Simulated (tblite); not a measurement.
A tight-binding relaxation on `CB([SiH3])/C(C)=C\CC#N`.

Computed with GFN2-xTB geometry optimisation, gas phase (tblite 0.8.0). Start geometry: from a force field or distance geometry. The input is one job of a driver script: a line of settings, then coordinates in Å.

Command:
```bash
OMP_NUM_THREADS=1 python probes_run.py task.json out
```

Input:
```
{"job": {"kind": "relax", "xc": "GFN2-xTB", "basis": "xTB"}, "charge": 0, "multiplicity": 1}
C     -1.996000    -0.746200     1.148300
B     -0.860500     0.130200     0.428500
Si    -1.585000     1.634900    -0.519200
C      0.361500    -0.727500    -0.094300
C      0.135700    -2.208200    -0.338500
C      1.551400    -0.183600    -0.296600
C      1.867500     1.238800    -0.072600
C      2.952800     1.302600     0.951500
N      3.788000     1.337900     1.761900
H     -2.644700    -0.146900     1.813300
H     -1.620000    -1.674100     1.596100
H     -2.665100    -1.056100     0.284900
H     -2.957800     1.377300    -1.007300
H     -1.677800     2.733000     0.463600
H     -0.751100     2.117500    -1.597700
H      1.092800    -2.685800    -0.681200
H     -0.045900    -2.688700     0.651900
H     -0.701100    -2.358300    -1.036500
H      2.341400    -0.855100    -0.652400
H      2.340300     1.616700    -0.989400
H      1.064700     1.858800     0.340000
```

Output:
```
step      E/eV     max force
  0    -673.12333    2.702
  1    -673.26781    6.482
  2    -673.38030    3.588
  3    -673.50930    0.802
  4    -673.54745    0.559
  5    -673.59177    0.887
  6    -673.61131    0.349
  7    -673.62682    0.342
  8    -673.63848    0.369
  9    -673.65004    0.322
... (135 lines left out)
145    -673.76397    0.029
146    -673.76407    0.020
147    -673.76416    0.026
148    -673.76423    0.024
149    -673.76431    0.027
150    -673.76439    0.020
151    -673.76445    0.016
152    -673.76448    0.014
153    -673.76451    0.011
154    -673.76453    0.008
```

«max force» is the largest atomic force in eV/Å.

Question: From which step on does the largest force stay under 0.1 eV/Å, and how much energy is left to gain from there?

Answer: From step 117 (0.076 eV/Å), 10.5 meV above the end.

In short: energy lowered by 14.8 kcal/mol over 154 steps; largest atomic force 0.008 eV/Å at the end.

Question: Give the final coordinates.

Answer: 0.622 Å rms from the input after alignment:
```
atom  x, y, z in Å
C1    -1.5803   -0.5377    1.5399
B2    -0.8808    0.0197    0.2435
Si3   -1.6568    1.5611   -0.7108
C4     0.3497   -0.7571   -0.3147
C5     0.1044   -2.1916   -0.7122
C6     1.5749   -0.2443   -0.4418
C7     1.9349    1.1529   -0.0080
C8     2.2691    1.1379    1.3944
N9     2.5291    1.0852    2.5068
H10   -2.1111    0.2198    2.1133
H11   -0.9050   -1.0607    2.2153
H12   -2.3337   -1.2657    1.2293
H13   -3.0614    1.3345   -1.0845
H14   -1.6524    2.7986    0.0876
H15   -0.9760    1.9159   -1.9682
H16    0.9826   -2.6257   -1.1854
H17   -0.1453   -2.7824    0.1682
H18   -0.7348   -2.2567   -1.4037
H19    2.4017   -0.8461   -0.7990
H20    2.7959    1.5281   -0.5682
H21    1.0866    1.8312   -0.1477
```

Question: How long does this job take on one thread of an Arm Neoverse V1, shared host?

Answer: About 1.4 s.
Labels such as C1 count atoms from 1, the log's own numbers from 0.
